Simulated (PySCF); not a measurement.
SMILES [SiH3]C[SiH2]c1ccco1, singlet, GFN2-xTB optimised geometry.

```
18

Si    -2.65     0.44     1.85
C     -2.08    -1.35     1.51
Si    -0.95    -1.59     0.00
C      0.35    -0.25     0.00
C      1.72    -0.25     0.00
C      2.13     1.10     0.00
C      0.98     1.83     0.00
O     -0.09     1.03     0.00
H     -3.75     0.40     2.82
H     -3.14     1.06     0.61
H     -1.56     1.22     2.43
H     -1.57    -1.71     2.40
H     -2.96    -1.98     1.39
H     -1.74    -1.50    -1.23
H     -0.26    -2.89     0.05
H      2.35    -1.12     0.00
H      3.14     1.47     0.00
H      0.81     2.89     0.00
```

Density from CAM-B3LYP/def2-SVP (PySCF) at that geometry.

Minimum of the electron density along straight lines between bonded atoms, close to the bond critical point (lines longer than 1.1 times the sum of covalent radii, or with two minima, are not listed):

| bond | length / Å | ρ at the minimum / e bohr⁻³ | ∇²ρ there / e bohr⁻⁵ | position (fraction from the first atom) |
|---|---|---|---|---|
| Si1–C2 | 1.905 | 0.108 | 0.31 | 0.38 |
| C2–Si3 | 1.900 | 0.111 | 0.32 | 0.62 |
| Si3–C4 | 1.873 | 0.114 | 0.38 | 0.38 |
| C4–C5 | 1.368 | 0.325 | -0.83 | 0.51 |
| C5–C6 | 1.413 | 0.295 | -0.71 | 0.50 |
| C6–C7 | 1.361 | 0.328 | -0.85 | 0.48 |
| C4–O8 | 1.355 | 0.278 | 0.10 | 0.33 |
| C7–O8 | 1.339 | 0.293 | 0.06 | 0.33 |
| Si1–H9 | 1.469 | 0.116 | 0.33 | 0.49 |
| Si1–H10 | 1.462 | 0.118 | 0.33 | 0.49 |
| Si1–H11 | 1.463 | 0.118 | 0.33 | 0.49 |
| C2–H12 | 1.091 | 0.267 | -0.93 | 0.63 |
| C2–H13 | 1.090 | 0.267 | -0.93 | 0.62 |
| Si3–H14 | 1.469 | 0.117 | 0.32 | 0.49 |
| Si3–H15 | 1.469 | 0.117 | 0.32 | 0.49 |
| C5–H16 | 1.071 | 0.286 | -1.13 | 0.64 |
| C6–H17 | 1.071 | 0.285 | -1.12 | 0.64 |
| C7–H18 | 1.073 | 0.291 | -1.19 | 0.65 |
